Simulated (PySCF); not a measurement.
PySCF job for CH2F2O2Si, SMILES O=C([SiH](F)F)O, TDDFT-ωB97X/def2-SVPD. Geometry optimised at B3LYP-D3(BJ)/def2-SVP. This is a generated structure with no PubChem entry under its InChIKey; it may be hypothetical. One conformer was computed; it need not be the lowest.

```python
import numpy as np
from pyscf import gto, scf, dft, tdscf

mol = gto.M(
    atom='''
    O     1.49994084    1.10957699    0.51854916
    C     1.09606767    0.15587373   -0.09644350
    O     1.88746058   -0.64710486   -0.83433562
    Si   -0.74690910   -0.37056695   -0.12226494
    F    -1.58640248    0.88464107   -0.68633164
    F    -1.18751650   -0.61471501    1.40891263
    H     2.80103046   -0.30707508   -0.76496726
    H    -1.05464978   -1.56934178   -0.92159991
    ''',
    basis='def2-SVPD',
    charge=0,
    spin=0,
    max_memory=1600,
    verbose=4,
)
mf = dft.RKS(mol, xc='wb97x').density_fit(auxbasis='def2-universal-jkfit')
mf.grids.level = 3
mf.conv_tol = 1e-9
mf.max_cycle = 100
mf.kernel()
mf.grids = dft.Grids(mol).set(level=1).build(with_non0tab=True)  # coarser grid for the response kernel
td = tdscf.TDDFT(mf)
td.singlet = True
td.nstates = 10
td.conv_tol = 1e-4
td.positive_eig_threshold = 1e-6
td.kernel(x0=td.get_init_guess(mf, 15))
td.analyze()
tt = tdscf.TDA(mf)
tt.singlet = False
tt.nstates = 4
tt.conv_tol = 1e-4
tt.positive_eig_threshold = 1e-6
tt.kernel(x0=tt.get_init_guess(mf, 9))
tt.analyze(verbose=3)
```

Output:

```
PySCF version 2.14.0

[INPUT] verbose = 4
[INPUT] num. atoms = 8
[INPUT] num. electrons = 56
[INPUT] charge = 0
[INPUT] spin (= nelec alpha-beta = 2S) = 0
[INPUT] symmetry False subgroup None
[INPUT] Mole.unit = angstrom
[INPUT] Symbol           X                Y                Z      unit          X                Y                Z       unit  Magmom
[INPUT]  1 O      1.499940840000   1.109576990000   0.518549160000 AA    2.834477390650   2.096796625219   0.979915894523 Bohr   0.0
[INPUT]  2 C      1.096067670000   0.155873730000  -0.096443500000 AA    2.071267710290   0.294558659714  -0.182251801494 Bohr   0.0
[INPUT]  3 O      1.887460580000  -0.647104860000  -0.834335620000 AA    3.566783567113  -1.222850959275  -1.576665817769 Bohr   0.0
[INPUT]  4 Si    -0.746909100000  -0.370566950000  -0.122264940000 AA   -1.411453638945  -0.700270046315  -0.231047251236 Bohr   0.0
[INPUT]  5 F     -1.586402480000   0.884641070000  -0.686331640000 AA   -2.997866210531   1.671729340842  -1.296978830224 Bohr   0.0
[INPUT]  6 F     -1.187516500000  -0.614715010000   1.408912630000 AA   -2.244080953402  -1.161643013559   2.662459004141 Bohr   0.0
[INPUT]  7 H      2.801030460000  -0.307075080000  -0.764967260000 AA    5.293180435964  -0.580287800879  -1.445578615659 Bohr   0.0
[INPUT]  8 H     -1.054649780000  -1.569341780000  -0.921599910000 AA   -1.992999241533  -2.965626160037  -1.741571426324 Bohr   0.0

nuclear repulsion = 307.965117407196
number of shells = 62
number of NR pGTOs = 224
number of NR cGTOs = 152
basis = def2-SVPD
ecp = {}


[settings echo left out]
init E= -679.152190976291
  HOMO = -0.336045382783804  LUMO = -0.0656553281225691  gap/eV = 7.35769
cycle= 1 E= -678.365669419952  delta_E= 0.787  |g|= 1.11  |ddm|= 3.46
  HOMO = -0.304797366784837  LUMO = -0.00816254564099284  gap/eV = 8.07184
cycle= 2 E= -678.245041970095  delta_E= 0.121  |g|= 1.46  |ddm|= 2.14
  HOMO = -0.417336478765007  LUMO = 0.00887112322150019  gap/eV = 11.59770
cycle= 3 E= -678.607809137187  delta_E= -0.363  |g|= 0.154  |ddm|= 1.09
  HOMO = -0.40123266892804  LUMO = 0.0176224765127078  gap/eV = 11.39763
cycle= 4 E= -678.611335988594  delta_E= -0.00353  |g|= 0.0769  |ddm|= 0.177
  HOMO = -0.405328975237918  LUMO = 0.0213260886083244  gap/eV = 11.60988
cycle= 5 E= -678.612429556638  delta_E= -0.00109  |g|= 0.0088  |ddm|= 0.0828
  HOMO = -0.405637683154159  LUMO = 0.0218655835717332  gap/eV = 11.63296
cycle= 6 E= -678.612460331253  delta_E= -3.08e-05  |g|= 0.00256  |ddm|= 0.0287
  HOMO = -0.406061556053594  LUMO = 0.021646483262328  gap/eV = 11.63853
cycle= 7 E= -678.612462770179  delta_E= -2.44e-06  |g|= 0.00161  |ddm|= 0.00645
  HOMO = -0.40600662069181  LUMO = 0.0216548813474855  gap/eV = 11.63726
cycle= 8 E= -678.6124634493  delta_E= -6.79e-07  |g|= 0.000354  |ddm|= 0.00218
  HOMO = -0.406025289100716  LUMO = 0.02168343366449  gap/eV = 11.63855
cycle= 9 E= -678.612463533011  delta_E= -8.37e-08  |g|= 0.000111  |ddm|= 0.000921
  HOMO = -0.40604749747264  LUMO = 0.0216752419767001  gap/eV = 11.63893
cycle= 10 E= -678.612463538892  delta_E= -5.88e-09  |g|= 3.19e-05  |ddm|= 0.000274
  HOMO = -0.406044235081766  LUMO = 0.0216807686698663  gap/eV = 11.63899
cycle= 11 E= -678.612463539463  delta_E= -5.72e-10  |g|= 7.43e-06  |ddm|= 9.57e-05
  HOMO = -0.406045404937446  LUMO = 0.0216788563988191  gap/eV = 11.63897
Extra cycle  E= -678.612463539483  delta_E= -1.94e-11  |g|= 5.48e-06  |ddm|= 2.09e-05
converged SCF energy = -678.612463539483
tot grids = 37496
Overwritten attributes  positive_eig_threshold  of <class 'pyscf.tdscf.rks.TDDFT'>


******** <class 'pyscf.tdscf.rks.TDDFT'> for <class 'pyscf.df.df_jk.DFRKS'> ********
nstates = 10 singlet
deg_eia_thresh = 1.000e-03
wfnsym = None
conv_tol = 0.0001
eigh lindep = 1e-12
eigh level_shift = 0
eigh max_cycle = 100


Excitation energies (eV)
[ 4.96574317  7.68139211  7.9973258   8.48316677  8.72072607  8.872837
  9.25438387  9.55738349  9.60985123 10.18018169]

** Singlet excitation energies and oscillator strengths **
Excited State   1:      4.96574 eV    249.68 nm  f=0.0017
      28 -> 29        0.67699
      28 -> 32        0.15797
Excited State   2:      7.68139 eV    161.41 nm  f=0.0401
      27 -> 29       -0.57899
      27 -> 32       -0.10775
      28 -> 30       -0.30910
      28 -> 31        0.16263
      28 -> 36        0.10619
Excited State   3:      7.99733 eV    155.03 nm  f=0.0002
      25 -> 29        0.23448
      26 -> 29       -0.61258
      28 -> 29        0.11143
      28 -> 32       -0.17269
Excited State   4:      8.48317 eV    146.15 nm  f=0.1382
      27 -> 29       -0.11417
      28 -> 30        0.46570
      28 -> 31        0.43616
      28 -> 33       -0.11396
      28 -> 35        0.16546
      28 -> 40       -0.10656
Excited State   5:      8.72073 eV    142.17 nm  f=0.0838
      26 -> 31        0.10767
      27 -> 29       -0.33834
      28 -> 30        0.38076
      28 -> 31       -0.41598
      28 -> 36       -0.10914
Excited State   6:      8.87284 eV    139.73 nm  f=0.0050
      22 -> 29       -0.14243
      25 -> 29        0.35600
      26 -> 32       -0.12075
      28 -> 29       -0.13476
      28 -> 32        0.52785
Excited State   7:      9.25438 eV    133.97 nm  f=0.0044
      27 -> 30        0.66762
      27 -> 33       -0.10371
Excited State   8:      9.55738 eV    129.73 nm  f=0.0272
      25 -> 29       -0.50527
      26 -> 29       -0.30783
      28 -> 32        0.34361
Excited State   9:      9.60985 eV    129.02 nm  f=0.1732
      26 -> 31        0.14770
      28 -> 33        0.56428
      28 -> 34        0.28747
      28 -> 35        0.17452
Excited State  10:     10.18018 eV    121.79 nm  f=0.1205
      26 -> 30       -0.11047
      26 -> 31       -0.14950
      28 -> 31        0.11585
      28 -> 33        0.28134
      28 -> 34       -0.50826
      28 -> 38        0.24703
      28 -> 41       -0.11310

** Transition electric dipole moments (AU) **
state          X           Y           Z        Dip. S.      Osc.
  1         0.0178     -0.0698      0.0951      0.0142      0.0017
  2        -0.0651     -0.3753     -0.2606      0.2130      0.0401
  3        -0.0055      0.0176     -0.0237      0.0009      0.0002
  4         0.8020      0.0134     -0.1472      0.6651      0.1382
  5         0.0336     -0.5042     -0.3697      0.3921      0.0838
  6         0.0273     -0.0783      0.1264      0.0228      0.0050
  7         0.0216     -0.0809      0.1122      0.0196      0.0044
  8        -0.0426      0.2014     -0.2718      0.1163      0.0272
  9        -0.7604     -0.3747     -0.1302      0.7356      0.1732
 10         0.3793      0.5054      0.2897      0.4832      0.1205

** Transition velocity dipole moments (imaginary part, AU) **
state          X           Y           Z        Dip. S.      Osc.
  1         0.0039     -0.0151      0.0207      0.0007      0.0025
  2        -0.0195     -0.1017     -0.0703      0.0157      0.0370
  3        -0.0016      0.0051     -0.0069      0.0001      0.0002
  4         0.2542      0.0062     -0.0452      0.0667      0.1426
  5         0.0058     -0.1638     -0.1191      0.0411      0.0854
  6         0.0092     -0.0263      0.0424      0.0026      0.0053
  7         0.0076     -0.0285      0.0396      0.0024      0.0048
  8        -0.0160      0.0744     -0.1007      0.0159      0.0302
  9        -0.2692     -0.1295     -0.0439      0.0911      0.1721
 10         0.1495      0.1953      0.1113      0.0729      0.1299

** Transition magnetic dipole moments (imaginary part, AU) **
state          X           Y           Z
  1        -0.2416     -0.6201     -0.4044
  2        -0.0191      0.0660     -0.0895
  3         0.2291      0.1577      0.0710
  4         0.0441     -0.1801      0.2488
  5         0.1500     -0.5011      0.6619
  6         1.1498     -0.8194     -0.8364
  7         0.4207      0.3614      0.1803
  8        -0.9690     -0.1230      0.0837
  9         0.1409     -0.5780      0.7975
 10        -0.0902      0.3366     -0.4695
Overwritten attributes  positive_eig_threshold  of <class 'pyscf.tdscf.rks.TDA'>


******** <class 'pyscf.tdscf.rks.TDA'> for <class 'pyscf.df.df_jk.DFRKS'> ********
nstates = 4 triplet
deg_eia_thresh = 1.000e-03
wfnsym = None
conv_tol = 0.0001
eigh lindep = 1e-12
eigh level_shift = 0
eigh max_cycle = 100


Excitation energies (eV)
[4.352899   5.64844734 7.40915048 7.85819038]

** Triplet excitation energies and oscillator strengths **
Excited State   1:      4.35290 eV    284.83 nm  f=0.0000
Excited State   2:      5.64845 eV    219.50 nm  f=0.0000
Excited State   3:      7.40915 eV    167.34 nm  f=0.0000
Excited State   4:      7.85819 eV    157.78 nm  f=0.0000
```

Self-consistency was reached.
